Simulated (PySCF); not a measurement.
Ti(OH)3 (H3O3Ti), SMILES [OH][Ti+]([OH])[OH], charge +1, multiplicity 1. Atoms are numbered in the order given.

```xyz
7

Ti     0.0000     0.0000    -0.2623
O     -1.3022     1.0282     0.1666
H     -1.7159     1.7958     0.5910
O      1.5416     0.6137     0.1666
H      2.4132     0.5882     0.5910
O     -0.2393    -1.6419     0.1666
H     -0.6972    -2.3839     0.5910
```
Charge +1, spin multiplicity 1.

Geometry: PBE0-D3(BJ)/def2-SVP. The multiplicity is an assumed one; other spin states were not compared. The isomer is the one that the SMILES or the coordinates give; other isomers of the formula were not compared. Other conformers were not sampled.

Method: B3LYP/def2-TZVPD run with PySCF.

Mulliken values depend strongly on the basis, most of all with diffuse functions as here. ESP charges are fitted to the potential on shells at 1.4 to 2.0 van der Waals radii. Atomic charges (e):

| atom | ESP fit | Mulliken | meta-Löwdin |
|---|---|---|---|
| Ti1 | 2.16 | 2.01 | 1.57 |
| O2 | -0.96 | -0.68 | -0.59 |
| H3 | 0.58 | 0.34 | 0.41 |
| O4 | -0.97 | -0.68 | -0.59 |
| H5 | 0.58 | 0.34 | 0.41 |
| O6 | -0.97 | -0.68 | -0.59 |
| H7 | 0.58 | 0.34 | 0.41 |
